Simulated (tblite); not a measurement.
C5H12O2Si.
SMILES with atom numbers: `[CH3:1][CH:2]([CH3:3])[O:4][Si@H:5]([CH3:6])[CH:7]=[O:8]` (hydrogens: H9, H10, H11 on C1; H12 on C2; H13, H14, H15 on C3; H16 on Si5; H17, H18, H19 on C6; H20 on C7)

A start from a force field or distance geometry was refined with GFN2-xTB geometry optimisation, gas phase (tblite 0.8.0). Values at the start:

```
  coordinate    start
       C1–C2  1.497 Å
       C1–H9  1.117 Å
       C2–C3  1.515 Å
       C2–O4  1.380 Å
      C2–H12  1.105 Å
      C3–H13  1.111 Å
      O4–Si5  1.687 Å
      Si5–C6  1.866 Å
      Si5–C7  1.851 Å
     Si5–H16  1.459 Å
      C6–H17  1.102 Å
       C7=O8  1.219 Å
      C7–H20  1.094 Å
    C1–C2–C3   109.8°
    C1–C2–O4   113.3°
   C2–O4–Si5   116.6°
    C3–C2–O4   106.5°
   O4–Si5–C6   107.8°
   O4–Si5–C7   110.9°
   Si5–C7–O8   120.6°
   C6–Si5–C7   106.0°
C1–C2–O4–Si5    -120°
C2–O4–Si5–C6    -128°
O4–Si5–C7–O8    -172°
```

**Question.** How do these coordinates change at the GFN2-xTB level?

**Answer.** 
| coordinate | GFN2-xTB (Å or °) | change |
| --- | --- | --- |
| O4–Si5 | 1.617 | -0.070 |
| Si5–C7 | 1.914 | +0.063 |
| Si5–C6 | 1.904 | +0.038 |
| C1–H9 | 1.086 | -0.031 |
| C2–O4 | 1.409 | +0.029 |
| C1–C2 | 1.525 | +0.028 |
| C3–H13 | 1.087 | -0.024 |
| C7–H20 | 1.112 | +0.018 |
| C6–H17 | 1.088 | -0.014 |
| C7=O8 | 1.205 | -0.014 |
| Si5–H16 | 1.469 | +0.010 |
| C2–C3 | 1.524 | +0.009 |
| C2–H12 | 1.099 | -0.006 |
| C2–O4–Si5 | 132.5 | +15.9 |
| O4–Si5–C7 | 99.8 | -11.1 |
| O4–Si5–C6 | 116.0 | +8.2 |
| C1–C2–O4 | 107.6 | -5.7 |
| C3–C2–O4 | 110.9 | +4.4 |
| C6–Si5–C7 | 109.0 | +3.0 |
| Si5–C7–O8 | 123.3 | +2.7 |
| C1–C2–C3 | 111.5 | +1.7 |
| C2–O4–Si5–C6 | -70 | +58 |
| C1–C2–O4–Si5 | -168 | -48 |
| O4–Si5–C7–O8 | 178 | -10 |

The energy falls by 72.0 kJ/mol over 142 L-BFGS steps, the largest force on an atom goes from 2.60 to 0.009 eV/Å, and the atoms move by 0.526 Å rms after alignment. The bond that changes most is O4–Si5 (silyl ether oxygen to oxygen-bound silicon), which shortens by 0.070 Å. Bonds longer at the end by more than 0.005 Å: 7 of 19; shorter: 12. Among the dihedrals that turn most is C2–O4–Si5–H16, from -9° to 57°. Rotational constants go from 2933, 934.5, 754.3 to 2932, 923.5, 751.1 MHz.

On Arm Neoverse N1, one thread, shared host with 64 logical CPUs at a one-minute load of 61, this took 1.9 s of wall time.

Its lowest GFN2-xTB frequency is 8i cm⁻¹, too small to tell a flat minimum from a shallow saddle. The numbers are those of one conformer.

These are computed values.
